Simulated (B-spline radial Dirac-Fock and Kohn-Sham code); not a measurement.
**Compton profile of Pd⁵⁺**

System: palladium as Pd⁵⁺ in the configuration [Kr] 4d5.

Input file task.json (cfg lists n, l and occupation; rrms is the nuclear radius in fm):

```json
{"items": [{
  "Z": 46,
  "q": 5,
  "cfg": [[1, 0, 2], [2, 0, 2], [2, 1, 6], [3, 0, 2], [3, 1, 6], [3, 2, 10], [4, 0, 2], [4, 1, 6], [4, 2, 5]],
  "A": 106,
  "rrms": 4.5318,
  "do": ["scatter"],
  "s": [0.0, 0.05, 0.1, 0.15, 0.2, 0.25, 0.3, 0.35, 0.4, 0.45, 0.5, 0.6, 0.7, 0.8, 0.9, 1.0, 1.1, 1.2, 1.4, 1.6, 1.8, 2.0, 2.5, 3.0, 3.5, 4.0, 5.0, 6.0],
  "pz": [0, 0.1, 0.2, 0.3, 0.4, 0.5, 0.6, 0.8, 1.0, 1.2, 1.4, 1.6, 1.8, 2.0, 2.5, 3.0, 4.0, 5.0, 7.0, 10.0, 15.0, 20.0, 30.0, 40.0, 60.0, 100.0],
  "hv_scatter": [1000, 2000, 10000, 30000, 50000, 200000, 500000, 1000000]
}]}
```

Run with: `python xray_run.py task.json out`

Method: the impulse approximation on configuration-average Dirac-Fock orbitals. Computed with an atomic code on a B-spline grid. pz is in atomic units of momentum; subshell profiles are per electron, for a selection of subshells; open shells are spread over both j values by their weights.

| pz | J total | J 1s1/2 | J 3s1/2 | J 4d3/2 | J 4d5/2 |
| --- | --- | --- | --- | --- | --- |
| 0 | 5.091 | 0.0179 | 0.154 | 0.208 | 0.210 |
| 0.2 | 5.071 | 0.0179 | 0.153 | 0.208 | 0.210 |
| 0.3 | 5.045 | 0.0179 | 0.152 | 0.208 | 0.210 |
| 0.4 | 5.009 | 0.0179 | 0.151 | 0.208 | 0.210 |
| 0.5 | 4.961 | 0.0179 | 0.150 | 0.208 | 0.210 |
| 0.6 | 4.902 | 0.0179 | 0.148 | 0.208 | 0.209 |
| 0.8 | 4.743 | 0.0179 | 0.143 | 0.206 | 0.208 |
| 1 | 4.532 | 0.0179 | 0.138 | 0.201 | 0.203 |
| 1.2 | 4.269 | 0.0179 | 0.131 | 0.193 | 0.194 |
| 1.4 | 3.968 | 0.0179 | 0.124 | 0.179 | 0.180 |
| 1.6 | 3.644 | 0.0179 | 0.116 | 0.162 | 0.163 |
| 1.8 | 3.319 | 0.0178 | 0.108 | 0.143 | 0.142 |
| 2 | 3.009 | 0.0178 | 0.0993 | 0.122 | 0.121 |
| 2.5 | 2.370 | 0.0178 | 0.0782 | 0.0741 | 0.0730 |
| 3 | 1.945 | 0.0177 | 0.0589 | 0.0402 | 0.0392 |
| 4 | 1.487 | 0.0175 | 0.0304 | 0.0102 | 0.00982 |
| 5 | 1.200 | 0.0173 | 0.0159 | 0.00387 | 0.00382 |
| 7 | 0.7595 | 0.0167 | 0.0100 | 0.00320 | 0.00321 |
| 10 | 0.3953 | 0.0156 | 0.00828 | 0.00181 | 0.00178 |
| 15 | 0.1690 | 0.0133 | 0.00197 | 0.000386 | 0.000372 |
| 20 | 0.08453 | 0.0108 | 0.000394 | 8.18e-05 | 7.73e-05 |
| 30 | 0.02800 | 0.00640 | 0.000272 | 5.40e-06 | 4.92e-06 |
| 40 | 0.01176 | 0.00354 | 0.000164 | < 1e-6 | < 1e-6 |
| 60 | 0.002880 | 0.00107 | 4.07e-05 | < 1e-6 | < 1e-6 |
| 100 | 0.0003432 | 0.000142 | 4.08e-06 | < 1e-6 | < 1e-6 |

J(0) = 5.091. The 4p3/2 subshell gives the largest part, 19 %.

Mean momentum ⟨p⟩ by subshell (a.u.): 1s1/2 41.5, 2s1/2 14.6, 2p1/2 19.5, 2p3/2 18.7, 3s1/2 6.90, 3p1/2 8.23, 3p3/2 8.00, 3d3/2 9.44, 3d5/2 9.35, 4s1/2 3.06, 4p1/2 3.36, 4p3/2 3.28, 4d3/2 3.27, 4d5/2 3.24.
